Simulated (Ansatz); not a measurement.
Z-matrix (Å, degrees):
```
B
N 1 1.4285
H 2 1.0031 1 123.27
H 2 1.0031 3 113.44 1 178.01
N 1 1.4292 2 120.02 3 -1.66
H 5 1.0033 1 123.01 2 175.35
H 5 1.0033 6 113.29 1 170.98
N 1 1.4294 2 120.00 3 178.39
H 8 1.0033 1 122.94 2 174.44
H 8 1.0033 9 113.23 1 169.64
```
Charge 0, spin multiplicity 1.

These are frozen-core CCSD(T)/cc-pVTZ // B3LYP-D3(BJ)/def2-TZVP in Ansatz (a quantum-chemistry and plane-wave program) values and carry that method's errors.

```json
{
  "HF energy": "-191.73157 Ha",
  "MP2 correlation energy": "-0.74435 Ha"
}
```

Problem. Estimate the CCSD correlation energy, the (T) correction, the total energy and the T1 diagnostic.

Solution. 
```yaml
CCSD correlation energy: -0.77113 Ha
"(T) correction": -0.02889 Ha
CCSD(T) total energy: -192.53159 Ha
T1 diagnostic: 0.009
```
